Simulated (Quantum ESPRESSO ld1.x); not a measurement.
Q: All-electron atom: the thulium ion Tm3+ in [Xe] 4f11 7p1 (not the ground configuration). Method: non-relativistic Kohn-Sham, LDA (Slater exchange, VWN5 correlation), spin-polarised, spherical densities, point nucleus; open shells are filled with parallel spins first; relativity is left out, which matters for an element this heavy; computed with ld1.x of Quantum ESPRESSO 7.5. Some entries of the table are withheld. Estimate them.

orbital,occ.,eigenvalue (eV),<r> (bohr)
1s up,1,-55085.2,0.02198
1s down,1,-55085.2,0.02198
2s up,1,-8952.09,0.09320
2s down,1,-8951.98,0.09319
2p up,3,-8555.97,0.07891
2p down,3,-8555.90,0.07890
3s up,1,-2037.85,0.2386
3s down,1,-2036.01,0.2385
3p up,3,-1857.17,0.2284
3p down,3,-1855.48,0.2283
3d up,5,-1519.24,0.2013
3d down,5,-1518.00,0.2012
4s up,1,-430.994,0.5349
4s down,1,-428.096,0.5351
4p up,3,-357.929,0.5447
4p down,3,-355.059,0.5451
4d up,5,-225.893,0.5691
4d down,5,-223.078,0.5699
5s up,1,(1),1.270
5s down,1,(2),1.277
5p up,3,-66.0570,(3)
5p down,3,-65.1948,(4)
4f up,7,-58.7580,0.6841
4f down,4,-56.1500,0.6919
7p up,1,-12.0271,6.035
7p down,0,-11.4140,6.135

A: 
(1) 5s up eigenvalue (eV): -86.9940
(2) 5s down eigenvalue (eV): -85.9471
(3) 5p up <r> (bohr): 1.398
(4) 5p down <r> (bohr): 1.406
